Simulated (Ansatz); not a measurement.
`NC(S)O[SiH3]`, relaxed with RKS PBE0-D4/def2-TZVP in Ansatz from a PBE-D4/def2-SVP geometry. The force threshold is 0.005 eV/Å; the program also tests the step.

Total charge 0; spin multiplicity 1.

Start:

```xyz
12

N     1.192    0.649    0.245
C     0.652   -0.642   -0.088
S     1.191   -1.929    1.159
O    -0.747   -0.608   -0.130
Si   -1.522    0.883   -0.431
H     1.189    0.818    1.260
H     2.139    0.795   -0.119
H     1.057   -0.946   -1.080
H     0.292   -2.874    0.767
H    -1.456    1.848    0.721
H    -2.951    0.460   -0.611
H    -1.038    1.547   -1.693
```

Q: By how much does the energy fall, and how many steps does the optimiser take? (An estimate is asked.)

A: Computed: 1.71 kcal/mol, in 11 steps.

Q: Which bonds change most? (An estimate is asked.)

A: Computed: O4–Si5 from 1.707 to 1.663 Å; C2–S3 from 1.871 to 1.836 Å; Si5–H10 from 1.504 to 1.484 Å; Si5–H12 from 1.505 to 1.486 Å.

Q: Give the relaxed structure. (Estimate.)

A: The calculation gave: 
```xyz
12

N     1.208    0.644    0.277
C     0.636   -0.620   -0.063
S     1.183   -1.921    1.111
O    -0.753   -0.555   -0.058
Si   -1.527    0.868   -0.434
H     1.200    0.813    1.276
H     2.146    0.757   -0.080
H     0.989   -0.897   -1.062
H     0.331   -2.869    0.688
H    -1.441    1.882    0.646
H    -2.942    0.451   -0.591
H    -1.031    1.447   -1.709
```
